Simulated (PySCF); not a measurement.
The same groups moved round the core (silole formyl+trifluoromethyl). All species are isolated molecules in the gas phase. One relaxed conformer stands for each flexible species; it need not be the lowest. Strings in code marks are SMILES.

All values below come from PBE-D3(BJ)/def2-TZVP // B3LYP-D3(BJ)/def2-SVP (PySCF). All candidates: neutral, multiplicity 1. Excitations are Tamm–Dancoff values on a coarser integration grid. The basis has no diffuse functions, so Rydberg states are missing or too high.

```yaml
S1 excitation (TDA): 2.95 eV
HOMO–LUMO gap: 2.68 eV
T1 excitation (TDA): 2.29 eV
```

Q: Name which member has these values.
(A) `O=C[Si]1(C(F)(F)F)C=CC=C1` (O–C–Si–C torsion 175°)
(B) `O=CC1=CC(C(F)(F)F)=C[SiH2]1` (O–C–C–Si torsion 0°)
(C) `O=C[Si@@H]1C=CC=C1C(F)(F)F` (O–C–Si–C torsion 113°)
(D) `O=CC1=C[SiH2]C(C(F)(F)F)=C1` (O–C–C–C torsion 180°)

A: A, `O=C[Si]1(C(F)(F)F)C=CC=C1` (O–C–Si–C torsion 175°). The others give `O=CC1=CC(C(F)(F)F)=C[SiH2]1` (O–C–C–Si torsion 0°): 2.35 eV, 2.25 eV, 2.09 eV; `O=C[Si@@H]1C=CC=C1C(F)(F)F` (O–C–Si–C torsion 113°): 2.92 eV, 2.52 eV, 2.33 eV; `O=CC1=C[SiH2]C(C(F)(F)F)=C1` (O–C–C–C torsion 180°): 2.62 eV, 2.50 eV, 2.31 eV
